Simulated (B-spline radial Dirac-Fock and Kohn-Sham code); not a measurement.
Elastic and transport cross sections of barium for electrons

Model: relativistic (Dirac) partial waves in the static field of the Dirac-Fock atom with Furness-McCarthy exchange, without polarisation or absorption potentials. Program: a radial atomic solver. Below a few hundred eV the neglected polarisation potential matters, most of all at small angles. σ_tr1 and σ_tr2 weight the cross section with 1 − P₁ and 1 − P₂ of cos θ; "backward" is the share scattered beyond 90°.

```tsv
energy (eV)	σ (a₀²)	σ_tr1 (a₀²)	σ_tr2 (a₀²)	σ/σ_tr1	backward (%)
50	65.0	12.8	13.5	5.08	9.6
56.2	61.3	11.2	11.3	5.45	8.9
68.4	55.2	9.50	9.16	5.81	7.9
83.2	49.5	8.58	8.67	5.77	7.4
89.8	47.4	8.38	8.77	5.66	7.3
97.9	?	?	?	?	?
99.9	44.6	8.19	9.08	5.45	7.3
100	44.6	8.19	9.08	5.45	7.3
105	43.4	8.13	9.26	5.34	7.3
189	32.2	7.51	9.70	4.29	8.4
```

Question: Fill in the row for 97.9 eV.

Answer: σ = 45.2 a₀², σ_tr1 = 8.22 a₀², σ_tr2 = 9.01 a₀², σ/σ_tr1 = 5.50, backward 7.3 %. The ratio σ/σ_tr1 is roughly the number of elastic collisions that randomise the direction.

Values without a named source are computed, but for edge energies of neutral atoms, which are taken from tables.
